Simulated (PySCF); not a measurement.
**Telling isomers of C₄H₄F₄OSi apart by NMR**

How the numbers were obtained: shieldings: GIAO PBE0/pcSseg-1, geometry: GFN2-xTB, in PySCF (no solvent, relativity neglected, one conformer, equivalent nuclei averaged).

Shifts are taken against calculated references (same method and geometry level): 1H (σref 31.72), 13C (σref 186.93) against TMS. Splittings of carbon signals by F and P are missing where no couplings were computed. Where no couplings were computed, multiplicities follow the n + 1 count of equivalent neighbours, and m marks all less simple cases (inequivalent or close neighbours, rings, F or P nearby). Shifts are as computed. Against solution values, carbons near 30 ppm lie about +3 ppm off and those near 130 ppm about +5 ppm (rms about the fit 2.1 ppm; single classes can miss by 10 ppm). Of 1328 compounds with measured shifts, 309 miss one by over three times the rms of a fit or turn the order of signals round; such compounds aren't used in these exercises. Signals without a measured value on file couldn't be tested in this way; 1H shifts scatter by 0.2 ppm about their fit, and single ones miss by 0.5 ppm.

(1) Tabulate the signals of `O=C/C=C(\F)[SiH2]C(F)(F)F`, `O=C(F)/C(=C/[SiH3])C(F)(F)F`, `O=C/C(=C\C(F)(F)F)[SiH2]F` and their relative energies.

(2) What is the quickest way to tell O=C/C=C(\F)[SiH2]C(F)(F)F from O=C/C(=C\C(F)(F)F)[SiH2]F?

(3) What is the quickest way to tell O=C/C=C(\F)[SiH2]C(F)(F)F from O=C(F)/C(=C/[SiH3])C(F)(F)F?

(4) What is the quickest way to tell O=C(F)/C(=C/[SiH3])C(F)(F)F from O=C/C(=C\C(F)(F)F)[SiH2]F?

Results:

(1) 
```json
{"SMILES": "O=C/C=C(\\F)[SiH2]C(F)(F)F", "carbon types": "2×C 2×CH", "δC": "189.1, 185.9, 138.2, 135.0", "δH": "10.54 (m, 1H), 6.27 (m, 1H), 4.75 (m, 2H)", "E rel. (kcal/mol)": "45.4"}
{"SMILES": "O=C(F)/C(=C/[SiH3])C(F)(F)F", "carbon types": "3×C 1×CH", "δC": "164.0, 157.8, 141.8, 131.9", "δH": "8.43 (m, 1H), 4.38 (d, 3H)", "E rel. (kcal/mol)": "26.9"}
{"SMILES": "O=C/C(=C\\C(F)(F)F)[SiH2]F", "carbon types": "2×C 2×CH", "δC": "202.2, 157.4, 153.3, 130.7", "δH": "10.44 (m, 1H), 7.24 (m, 1H), 5.42 (m, 2H)", "E rel. (kcal/mol)": "0.0"}
```

Energies are electronic energies at PBE0/pcSseg-1 on these geometries, without zero-point or thermal terms, each for the one conformer computed, which needn't be the lowest.

(2) Both give the same number of carbon signals, with the same numbers of each carbon type, so the positions decide. The first has a β carbon of a C=C–C=O unit (C) at 185.9 ppm, the second an α carbon of a C=C–C=O unit (C) at 157.4 ppm. Their most deshielded carbons lie at 189.1 and 202.2 ppm.

(3) Both give the same number of carbon signals, but DEPT or the intensities differ. The first has an α carbon of a C=C–C=O unit (CH) at 135.0 ppm, the second a β carbon of a C=C–C=O unit (CH) at 164.0 ppm. Their most deshielded carbons lie at 189.1 and 164.0 ppm. In the proton spectra the most deshielded non-exchanging signals are 10.54 (m, 1H) and 8.43 (m, 1H).

(4) Both give the same number of carbon signals, but DEPT or the intensities differ. The first has an α carbon of a C=C–C=O unit (C) at 141.8 ppm, the second an aldehyde carbonyl carbon (CH) at 202.2 ppm. Their most deshielded carbons lie at 164.0 and 202.2 ppm. In the proton spectra the most deshielded non-exchanging signals are 8.43 (m, 1H) and 10.44 (m, 1H).
